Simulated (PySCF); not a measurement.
## Highest orbital energy against ionisation energy along the alkaline earths

Calculated with PySCF 2.14, no spin-orbit coupling. Each cell gives −ε(HOMO) / ΔSCF in eV; NIST values include spin-orbit coupling, (s) semi-empirical, (t) theoretical.

```
                          species              UHF              LDA              PBE             PBE0           r2SCAN  NIST (lowest levels)
Be⁺ (x2c-QZVPPall, spin-free X2C)  18.132 / 18.130  14.301 / 18.256  14.474 / 18.498  15.484 / 18.459  14.607 / 18.183                18.211
Mg⁺ (x2c-QZVPPall, spin-free X2C)  14.760 / 14.745  12.002 / 15.377  11.913 / 15.360  12.724 / 15.255  12.056 / 15.039                15.035
Ca⁺ (x2c-QZVPPall, spin-free X2C)  11.380 / 11.357   9.495 / 12.158   9.332 / 12.032   9.946 / 11.918   9.435 / 11.707                11.872
Sr⁺ (x2c-QZVPPall, spin-free X2C)  10.475 / 10.445   8.870 / 11.366   8.672 / 11.192   9.229 / 11.063   8.749 / 10.863                11.030
```

Task: How far is −ε(HOMO) from ΔSCF on average for each method, and why?

Result: UHF 0.02 eV; LDA -3.12 eV; PBE -3.17 eV; PBE0 -2.33 eV; r2SCAN -2.74 eV. Hartree-Fock orbital energies lack relaxation and so exceed the ΔSCF value; semilocal functionals have convex E(N) from self-interaction, so their HOMO lies far too high; exact exchange moves hybrids part of the way back.
